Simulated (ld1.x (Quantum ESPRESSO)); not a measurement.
## palladium, PAW: configuration errors across variants

* Element: palladium
* Generator: ld1.x (Quantum ESPRESSO) 7.5
* Type: PAW
* Functional: PBE
* Relativity: scalar-relativistic
* Frozen core: [Ar] 3d10
* Valence charge: 18
* Reference configuration: 4s2 4p6 4d9.75 5s0 5p0 (charge +0.25)
* Partial waves: 4s (bound): rcut 1.25, rcutus 1.65 bohr; 5s (bound, empty): rcut 1.25, rcutus 1.65 bohr; 4p (bound): rcut 1.40, rcutus 1.55 bohr; 5p (bound, empty): rcut 1.40, rcutus 1.55 bohr; 4d (bound): rcut 1.35, rcutus 1.60 bohr; 4d channel at 0.35 Ry: rcut 1.35, rcutus 1.60 bohr
* Local potential: all-electron potential smoothed inside 1.25 bohr (lloc = -1)
* Core correction: Bessel-smoothed model core, default radius (core density twice the valence density)
* Augmentation charge: BESSEL, radius 1.10 bohr

All-electron excitation energies from the reference (eV): (1) 4s2 4p6 4d10 5s0 5p0 -1.307; (2) 4s2 4p6 4d9 5s0 5p0 7.809; (3) 4s2 4p6 4d8 5s0 5p0 28.627; (4) 4s2 4p5 4d10 5s0 5p0 55.859; (5) 4s2 4p6 4d9 5s0 5p1 3.932; (6) 4s2 4p6 4d9 5s1 5p0 0.194; (7) 4s2 4p6 4d8 5s1 5p0 12.334.

The overlap operator is not positive definite (basis up to 400 Ry) in “base”, “waves 4p (bound): rcut 1.40, rcutus 1.56 bohr; 5p (bound): rcut 1.40, rcutus 1.56 bohr”, “waves 4p (bound): rcut 1.40, rcutus 1.70 bohr; 5p (bound): rcut 1.40, rcutus 1.70 bohr”, “waves 4p (bound): rcut 1.40, rcutus 1.92 bohr; 5p (bound): rcut 1.40, rcutus 1.92 bohr”, “waves 4p (bound): rcut 1.40, rcutus 2.04 bohr; 5p (bound): rcut 1.40, rcutus 2.04 bohr”. Such files are unfit for use, however small their errors in these radial tests.

Errors AE − PS in meV (a dash: test not solved or not reliable):

| change | (1) | (2) | (3) | (4) | (5) | (6) | (7) | bound ghosts |
| --- | --- | --- | --- | --- | --- | --- | --- | --- |
| base | -0.1 | 0.0 | -0.7 | -32 | +0.9 | +1.8 | +2.3 | not determined (overlap not positive) |
| waves 4p (bound): rcut 0.98, rcutus 1.04 bohr; 5p (bound): rcut 0.98, rcutus 1.04 bohr | -0.1 | -0.1 | -0.9 | -33 | +0.7 | +2.0 | +2.8 | none |
| waves 4p (bound): rcut 1.10, rcutus 1.16 bohr; 5p (bound): rcut 1.10, rcutus 1.16 bohr | -0.1 | 0.0 | -0.9 | -32 | +0.8 | +2.0 | +2.9 | none |
| waves 4p (bound): rcut 1.18, rcutus 1.26 bohr; 5p (bound): rcut 1.18, rcutus 1.26 bohr | 0.0 | 0.0 | -0.8 | -32 | +0.8 | +2.0 | +3.0 | none |
| waves 4p (bound): rcut 1.40, rcutus 1.56 bohr; 5p (bound): rcut 1.40, rcutus 1.56 bohr | -0.1 | 0.0 | -0.7 | -32 | +0.9 | +1.8 | +2.3 | not determined (overlap not positive) |
| waves 4p (bound): rcut 1.40, rcutus 1.70 bohr; 5p (bound): rcut 1.40, rcutus 1.70 bohr | -0.1 | +0.1 | +0.4 | -32 | +1.1 | +1.9 | +2.9 | not determined (overlap not positive) |
| waves 4p (bound): rcut 1.40, rcutus 1.92 bohr; 5p (bound): rcut 1.40, rcutus 1.92 bohr | -0.1 | +1.7 | +19 | -17 | +5.0 | +5.8 | +24 | not determined (overlap not positive) |
| waves 4p (bound): rcut 1.40, rcutus 2.04 bohr; 5p (bound): rcut 1.40, rcutus 2.04 bohr | +0.1 | +13 | +125 | +98 | +25 | +33 | +141 | not determined (overlap not positive) |
| waves 4p (bound): rcut 1.40, rcutus 2.16 bohr; 5p (bound): rcut 1.40, rcutus 2.16 bohr | -0.1 | -0.2 | -2.1 | -37 | +1.0 | +2.1 | +3.8 | none |
| waves 4p (bound): rcut 1.40, rcutus 2.36 bohr; 5p (bound): rcut 1.40, rcutus 2.36 bohr | -0.1 | -0.4 | -4.7 | -31 | -2117 | +2.0 | +2.5 | none |

Question: Give the same row for: waves 4p (bound): rcut 1.40, rcutus 1.48 bohr; 5p (bound): rcut 1.40, rcutus 1.48 bohr.

Answer: -0.1, 0.0, -0.8, -32, +0.8, +1.9, +2.4; bound ghosts: none.
